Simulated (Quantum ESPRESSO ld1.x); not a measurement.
Values are calculated unless marked as measured or tabulated.
Q: The mean radii <r> (bohr) of the occupied orbitals of an atom or ion are listed with their occupations. Level of theory: scalar-relativistic Kohn-Sham, LDA (Slater exchange, Perdew-Zunger correlation), spin-polarised, spherical densities, point nucleus (ld1.x of Quantum ESPRESSO 7.5).

| orbital | occ. | <r> |
|---|---|---|
| 1s up | 1 | 0.02233 |
| 1s down | 1 | 0.02233 |
| 2s up | 1 | 0.09487 |
| 2s down | 1 | 0.09484 |
| 2p up | 3 | 0.08360 |
| 2p down | 3 | 0.08356 |
| 3s up | 1 | 0.2421 |
| 3s down | 1 | 0.2424 |
| 3p up | 3 | 0.2387 |
| 3p down | 3 | 0.2389 |
| 3d up | 5 | 0.2143 |
| 3d down | 3 | 0.2146 |

Name the element and its charge. Open shells, if any, are filled with parallel spins first.

A: Z = 63, europium, charge +37: Eu37+ in [Ar] 3d8. The 1s radius gives Z: for a bare nucleus <r> = (2 gamma + 1)/(2Z) with gamma = sqrt(1 - (Z/c)^2), 0.02203 bohr for Z = 63, and screening makes it slightly larger (0.02233 here). The occupations add up to 26, and the charge is Z minus that.
